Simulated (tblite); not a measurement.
Compound: C4H6ClSi (doublet state).
Geometry (GFN2-xTB, Å), atoms numbered from 1 in this order:
```xyz
12
C4H6ClSi angstrom
C      2.3012   -0.5358    0.3533
C      0.9867   -0.4223    0.1143
C      0.2123    0.7679    0.1854
Cl     1.0501    2.2298    0.6269
C     -1.1349    0.8730   -0.0634
Si    -2.2983   -0.4241   -0.5354
H      2.9030    0.3118    0.6300
H      2.8030   -1.4831    0.2727
H      0.4196   -1.3011   -0.1659
H     -1.5608    1.8649    0.0385
H     -1.9947   -1.8276   -0.7404
H     -3.6859   -0.0541   -0.7419
```

All values are computed: GFN2-xTB (tblite) harmonic vibrations without scaling, gas phase. Errors from tens to a few hundred cm⁻¹ against measured bands are possible. Modes of hydrogen on silicon can be 10 to 20 % off. One conformer, not necessarily the lowest. Open shells enter through the occupations alone, without spin polarisation, and single modes of such species can be off by tens of per cent.

Harmonic wavenumbers (cm⁻¹): 110.6, 149.4, 159.1, 217.3, 235.8, 328.0, 332.0, 375.7, 450.3, 510.5, 632.1, 685.8, 739.4, 768.7, 826.4, 897.2, 960.5, 975.3, 1111.0, 1265.2, 1298.4, 1395.1, 1426.5, 1591.9, 2378.1, 2382.4, 3026.3, 3047.3, 3118.5, 3147.5.

A = 3720, B = 1366, C = 999.1 MHz; mass 116.993 u (most abundant isotopes); point group Cs, symmetry number 1; spin multiplicity 2.

Problem. Zero-point energy?

Solution. Half the sum of the wavenumbers: 17271 cm⁻¹ = 206.61 kJ/mol.

Problem. Give the ideal-gas entropy at 298.15 K and 1 bar in the rigid-rotor, harmonic-oscillator model (classical rotation).

Solution. Translation 168.25, rotation 119.41, vibration 80.50, spin (R ln 2) 5.76: S = 373.9 J/(mol K).

Problem. And Cp and H(298.15 K) − H(0)?

Solution. Cp = 128.43 J/(mol K), of which vibrations give 95.17 (their classical limit is 30 R = 249.4); H(298.15 K) − H(0) = 23.91 kJ/mol without the zero-point energy, 14.00 from vibrations.

Problem. How do the functions run with temperature in this model?

Solution. 
```csv
T (K),S (J/(mol K)),Cp (J/(mol K)),H − H(0) (kJ/mol),G − H(0) (kJ/mol),ln q(vib)
50,236.8,42.2,1.77,-10.07,0.07
100,272.9,64.0,4.44,-22.85,0.56
373.15,404.8,147.0,34.26,-116.79,5.45
500,451.4,171.8,54.56,-171.16,7.81
750,527.9,204.7,101.96,-293.94,12.16
1000,589.9,225.9,155.95,-433.90,16.06
```

q(vib) and H(0) count from the zero-point level.

Problem. Blend soft modes into free rotors: weight 1/[1 + (100 cm⁻¹/ν̃)⁴] for the oscillator and the rest for a rotor with moment μB/(μ + B), μ = h/(8π²ν), B = 10⁻⁴⁴ kg m². What vibrational entropy results?

Solution. 79.50 J/(mol K) in place of 80.50, which changes −T·S at 298.15 K by +0.30 kJ/mol.

Problem. Which modes carry the vibrational entropy at 298.15 K?

Solution. 110.6 cm⁻¹: 13.63; 149.4 cm⁻¹: 11.21; 159.1 cm⁻¹: 10.71; 217.3 cm⁻¹: 8.29; 235.8 cm⁻¹: 7.67; 328.0 cm⁻¹: 5.31 J/(mol K); the other 24 give 23.66 together.

Hindered rotation and anharmonicity are outside this model. Other conformers, if any are populated, would add a mixing term that is left out.

On Intel Xeon at 2.50 GHz, one thread, shared host, this took 0.72 s. The figure is for the frequency step alone.
